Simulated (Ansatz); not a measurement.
Consider the isomerisation: `CCB(O)O` → `OBCCO`.

Gas-phase electronic energies from Ansatz, PBE0-D4/def2-TZVP geometries. CCSD(T)/CBS is the MP2 limit (def2-TZVPP, def2-QZVPP) plus CCSD(T) − MP2 in def2-TZVPP, frozen cores. Functionals use def2-TZVPP. B3LYP here is the variant with VWN-RPA as its local correlation; programs differ in this. One conformer a species, not always the lowest.

```
         level  ΔE (kJ/mol)
      B3LYP-D4        216.6
       ωB97X-V        213.6
        r2SCAN        221.5
         B3LYP        214.6
 HF/def2-QZVPP        217.1
MP2/def2-QZVPP        224.3
  HF/CBS(def2)        217.1
 MP2/CBS(def2)        224.5
```

What does CCSD(T)/CBS give? (Best estimate.)

Ansatz gave: +219.0 kJ/mol. The listed levels differ from it by -2.4, -5.4, 2.5, -4.4, -1.9, 5.3, -1.9, 5.5 kJ/mol.

Largest T1 diagnostic among the species: 0.012.

From PBE to PBE0 (25 % exact exchange), in def2-TZVPP and without D4, ΔE moves by +4.7 kJ/mol.
